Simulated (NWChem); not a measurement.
# CaH$_{2}$SO; SMILES [OH][Ca][SH]

```xyz
5

Ca     0.2663     0.5648     0.0002
O     -0.2791     2.4711    -0.0003
H     -0.6206     3.3657    -0.0006
S     -0.0659    -2.0285    -0.0002
H     -1.4175    -1.9736     0.0028
```
Atoms are numbered in this order, from 1.

Program: NWChem. Structure relaxed at the PBE0/def2-SVP level. LC-ωPBE (HJS hole) with def2-SVP; x = 1 − exp(−ω/0.25 bohr⁻¹) is a scale chosen for this fit.

```
row           x  −ε(HOMO) (eV)
--------  -----  -------------
ω = 0.20  0.551           7.35
ω = 0.30  0.699       withheld
ω = 0.35  0.753           8.42
ω = 0.80  0.959           9.46
```

Fit a straight line of the last column on the one before it, predict the withheld value, and compare with the run.


1. Means of the 3 shown rows: x = 0.7543, y = 8.410. Slope Σ(x − x̄)(y − ȳ)/Σ(x − x̄)² = 0.4304/0.08323 = 5.171; intercept 4.509.
2. The shown rows scatter about the line by 0.012 (root mean square); the largest residual is +0.02, at ω = 0.35.
3. At x = 0.699 (ω = 0.30; inside the shown range) the line gives 8.12.
4. The run gives 8.13, +0.01 from the line.
